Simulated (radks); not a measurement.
Q: Isoelectronic series with 12 electrons, each ion in its NIST ground configuration. Calculated with a radial shooting solver on a logarithmic mesh with Libxc functionals: Dirac Kohn-Sham, PBEsol, spin-unpolarised, spherical densities, finite nucleus; Fermi nuclear charge, rms radius of each element as measured or else 0.836 A^(1/3) + 0.57 fm. Total energies (hartree) and mean radii <r> (bohr):

ion,configuration,E (hartree),3s1/2,2p3/2,2p1/2,2s1/2
Zn18+,[Ne] 3s2,-1620.11261,0.5632,0.1959,0.1927,0.2229
Kr24+,[Ne] 3s2,-2411.71274,0.4459,0.1582,0.1544,0.1803
Mo30+,[Ne] 3s2,-3369.17764,0.3681,0.1326,0.1283,0.1508
Rh33+,[Ne] 3s2,-3911.88120,0.3382,0.1226,0.1180,0.1392
Cd36+,[Ne] 3s2,-4498.34464,0.3125,0.1140,0.1091,0.1290
Sb39+,[Ne] 3s2,-5129.52596,0.2902,0.1065,0.1013,0.1201

Estimate the row of As21+ ([Ne] 3s2).

A: E (hartree) -1995.49445; 3s1/2 0.4979; 2p3/2 0.1751; 2p1/2 0.1716; 2s1/2 0.1995.
